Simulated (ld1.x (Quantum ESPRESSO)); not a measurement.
**What the settings do to the TM semilocal potential of Cd (Z = 48)**

Base potential:

| Item | Value |
| --- | --- |
| Element | cadmium |
| Generator | ld1.x (Quantum ESPRESSO) 7.5 |
| Type | norm-conserving Troullier–Martins (semilocal form) |
| Functional | PBEsol |
| Relativity | scalar-relativistic |
| Frozen core | [Ar] 3d10 |
| Valence charge | 20 |
| Reference configuration | 4s2 4p6 4d10 5s0.5 5p0 (charge +1.5) |
| Partial waves | 4s (bound): rc 1.20 bohr; 4p (bound): rc 1.35 bohr; 4d (bound): rc 1.20 bohr |
| Local potential | the d channel |
| Core correction | none |

Occupied shells without a wave of their own: 5s. They enter only through the test configuration that unscreens the potential.

All-electron outer shells of the reference configuration (PBEsol, scalar-relativistic, ld1.x):

```tsv
shell	level (eV)	outermost node (bohr)	outermost maximum (bohr)
3d	-407.28	–	0.27
4s	-119.55	0.43	0.79
4p	-80.66	0.43	0.84
4d	-25.36	0.42	0.98
5s	-17.07	1.06	2.18
5p	-10.79	1.18	2.69
```

Cutoffs, loose and tight: the cutoffs (Ry, on a coarse ladder) from which the occupation-weighted sum of valence levels, in a spherical-Bessel basis at the reference potential, stays within 10 and 1 mRy of its value at 400 Ry. They do not see the model core or the augmentation charge, which bear on the density cutoff. Test errors are all-electron minus pseudo excitation energies from the reference, over the configurations 4s2 4p6 4d10 5s2 5p0; 4s2 4p6 4d10 5s1 5p0; 4s2 4p6 4d10 5s0 5p0; 4s2 4p6 4d9 5s0 5p0; 4s2 4p6 4d9 5s2 5p0; 4s2 4p6 4d10 5s0 5p2; 4s2 4p6 4d10 5s0 5p1. A dash means not determined; rows that change the core or the reference have their own tests.

A semilocal file is local in each channel, so a ghost entry of none says nothing of the separable form that plane-wave codes build from it.

On the changes marked as counting shells twice: ld1.x takes every shell without a wave as core, so the model core holds the marked electrons as well and exchange and correlation see them twice. This cancels in the reference configuration, but the file is broken for other ones, and its errors say nothing about a proper core correction.

```tsv
change	outcome	cutoff, loose	cutoff, tight	bound ghosts	largest test error (meV)
base	generated, misses its reference levels by 0.82 eV	110 Ry	180 Ry	none	+1335
core correction a·sin(br)/r model core inside 0.50 bohr (5s counted twice)	generated, misses its reference levels by 0.82 eV	110 Ry	180 Ry	none	+1275
core correction a·sin(br)/r model core inside 0.70 bohr (5s counted twice)	generated, misses its reference levels by 0.82 eV	110 Ry	180 Ry	none	+1277
core correction a·sin(br)/r model core inside 0.84 bohr (5s counted twice)	generated, misses its reference levels by 0.82 eV	110 Ry	180 Ry	none	+1279
core correction a·sin(br)/r model core inside 1.02 bohr (5s counted twice)	generated, misses its reference levels by 0.82 eV	110 Ry	180 Ry	none	+1283
core correction a·sin(br)/r model core inside 1.14 bohr (5s counted twice)	generated, misses its reference levels by 0.82 eV	110 Ry	180 Ry	none	+1284
core correction full core density, not smoothed (it rises at the typed radius of 1.24 bohr, so ld1.x skipped the fit) (5s counted twice)	generated, misses its reference levels by 0.82 eV	110 Ry	180 Ry	none	+1275
core correction full core density, not smoothed (it rises at the typed radius of 1.42 bohr, so ld1.x skipped the fit) (5s counted twice)	generated, misses its reference levels by 0.82 eV	110 Ry	180 Ry	none	+1275
```
